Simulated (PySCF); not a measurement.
Here is a job for PySCF.
```python
from pyscf import gto, scf

mol = gto.Mole()
mol.atom = '''
    O    -0.00151138   -0.72714183   -0.05936412
    C    -0.04829129    0.67346845    0.01480933
    C     1.26860893   -1.29105142   -0.01866053
    C    -1.43447860    1.19791465    0.04400191
    H     0.53034781    1.12546773    0.93146097
    H     0.57674215    1.07240221   -0.85675570
    H     1.22463278   -2.33369985    0.01992163
    H     1.92380815   -0.91619514   -0.90029855
    H     1.89645022   -0.92727782    0.91894875
    H    -1.92547145    0.81837206   -0.91053560
    H    -2.00365994    0.79505885    0.85385174
    H    -1.48105478    2.23914930    0.05531345
'''
mol.basis = 'sto-3g'
mol.verbose = 4
mol.build()

mf = scf.RHF(mol)
mf.kernel()
g = mf.nuc_grad_method()
grad = g.kernel()
```

**Question.** What is the computed dipole moment (HF/STO-3G, gradient in PySCF)?

**Answer.** 1.05 D

**Question.** Give the total energy at the level HF/STO-3G, gradient.

**Answer.** -5188.7807 eV

**Question.** Give the HOMO energy at the level HF/STO-3G, gradient.

**Answer.** -8.70 eV

**Question.** Estimate the nuclear repulsion energy that HF/STO-3G, gradient returns for this input.

**Answer.** 133.4518 Eh

**Question.** Give the Mulliken (on the basis functions themselves) charges in atom order at the level HF/STO-3G, gradient.

**Answer.** O1 -0.27, C2 0.06, C3 -0.03, C4 -0.19, H5 0.03, H6 0.04, H7 0.08, H8 0.04, H9 0.03, H10 0.06, H11 0.08, H12 0.08

**Question.** Predict the HOMO-LUMO gap from HF/STO-3G, gradient.

**Answer.** 23.45 eV
